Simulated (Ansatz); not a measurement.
Two isomers of C3H6B2: A = `CBC1=CB1`, B = `BC(B)=C=C`.

Isolated molecules relaxed with PBE0-D4/def2-TZVP in Ansatz; ΔE leaves out vibrations. CCSD(T)/CBS adds triple-zeta CCSD(T) − MP2 to the extrapolated MP2 energy (def2 sets, frozen cores). Functionals use def2-TZVPP. B3LYP here is the variant with VWN-RPA as its local correlation; programs differ in this. Each species was taken in one conformer, which may not be the lowest.

(1) Which is lower in electronic energy at CCSD(T)/CBS, and by how much? (Best estimate.)

(2) Give E(B) − E(A) in kcal/mol with PBE-D4, B2PLYP, LDA (SPW92), BLYP-D4, ωB97M-V, MP2/def2-TZVPP, B3LYP-D4. (Best estimate.)

(3) Does the order hold for the free energy at 298.15 K (harmonic terms from PBE0-D4)? (Best estimate.)

Largest T1 diagnostic: 0.012.

Results:

(1) The calculation gave: A, by 26.1 kcal/mol.

(2) Computed: PBE-D4 28.3, B2PLYP 24.9, LDA (SPW92) 32.8, BLYP-D4 21.6, ωB97M-V 28.1, MP2/def2-TZVPP 27.5, B3LYP-D4 23.8. None reverses the order clearly.

(3) The calculation gave: Yes: G(B) − G(A) = +24.2 kcal/mol, for one conformer each.

In def2-TZVPP, CCSD(T) changes the Hartree–Fock value by +3.3 kcal/mol (the triples alone add −0.3 kcal/mol) and MP2 by +5.7 kcal/mol. From PBE to PBE0 (25 % exact exchange), in def2-TZVPP and without D4, E(B) − E(A) moves by +1.6 kcal/mol.
